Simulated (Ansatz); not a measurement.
Coupled-cluster run, H8N2Si3 (`N[Si]N([SiH3])[SiH3]`).

```yaml
crystal:
  periodic: [false, false, false]
  atoms:
    - {symbol: N, position_ang: [-1.322586, 1.647059, -1.303816]}
    - {symbol: Si, position_ang: [-0.748149, 1.644910, 0.310217]}
    - {symbol: N, position_ang: [0.100347, 0.111391, 0.392409]}
    - {symbol: Si, position_ang: [0.952175, -0.252608, 1.870336]}
    - {symbol: Si, position_ang: [0.108899, -1.111780, -0.845473]}
    - {symbol: H, position_ang: [-1.881737, 2.426367, -1.614209]}
    - {symbol: H, position_ang: [-1.141856, 0.999818, -2.057516]}
    - {symbol: H, position_ang: [0.466691, -1.532789, 2.452017]}
    - {symbol: H, position_ang: [0.710285, 0.856194, 2.827410]}
    - {symbol: H, position_ang: [2.412127, -0.387792, 1.622589]}
    - {symbol: H, position_ang: [0.510145, -0.539521, -2.159941]}
    - {symbol: H, position_ang: [-1.232904, -1.729626, -1.009338]}
    - {symbol: H, position_ang: [1.087064, -2.166424, -0.469984]}
basis:
  gaussian: {orbitals: def2-SVP}
correlation: {method: ccsd_t}
```

```sh
$ ansatz run in.yaml --threads 4 --pin off --events-out ev --progress --plain
```

The program prints (abridged):

```
Functional definition: HF
1191 factors; integrals over basis functions are off by at most 1.1e-3 eV
mean field evaluation 1: about -26664.5865 eV, gradient 4.1e1 eV
mean field evaluation 2: about -26664.5878 eV, gradient 4.1e1 eV
mean field evaluation 4: about -26668.8134 eV, gradient 4.0e0 eV
mean field evaluation 8: about -26668.8824 eV, gradient 4.0e-4 eV
mean field -26668.88242720 eV, -980.0633523817 hartree, gradient 2.2e-6 eV, S^2 0.000000; 0 other end points of the search recorded, 0 dependent functions left out
17 core orbitals not correlated: weight in the atoms' cores, before any rotation towards them, 1.000 or more for the frozen orbitals, at most 0.000 for the correlated occupied ones
reference -26668.88242720 eV, -980.0633523817 hartree; 15, 15 occupied and 90, 90 virtual orbitals, 1191 factors
second order -16.95873136 eV of doubles, -0.00000000 eV of singles
cycle   1  -18.05890602 eV  change    -1.1e0 eV  update   1.1e-1
cycle   2  -18.68627013 eV  change   -6.3e-1 eV  update   3.6e-2
cycle   3  -18.80882502 eV  change   -1.2e-1 eV  update   1.7e-2
cycle   4  -18.79794824 eV  change    1.1e-2 eV  update   4.5e-3
cycle   5  -18.79727082 eV  change    6.8e-4 eV  update   1.8e-3
cycle   6  -18.79710402 eV  change    1.7e-4 eV  update   6.2e-4
cycle   7  -18.79693965 eV  change    1.6e-4 eV  update   2.0e-4
cycle   8  -18.79698669 eV  change   -4.7e-5 eV  update   7.6e-5
cycle   9  -18.79700091 eV  change   -1.4e-5 eV  update   2.4e-5
perturbative correction -0.55466502 eV, -0.0203835635 hartree
Total energy: -26688.23409312 eV, -980.7745129874 hartree
```

Hardware: 4 threads of a server CPU on a shared host. Wall time 12 s, peak host memory 0.62 GiB.

Correlation energy per correlated electron: -0.645 eV. T1 diagnostic: 0.0141.
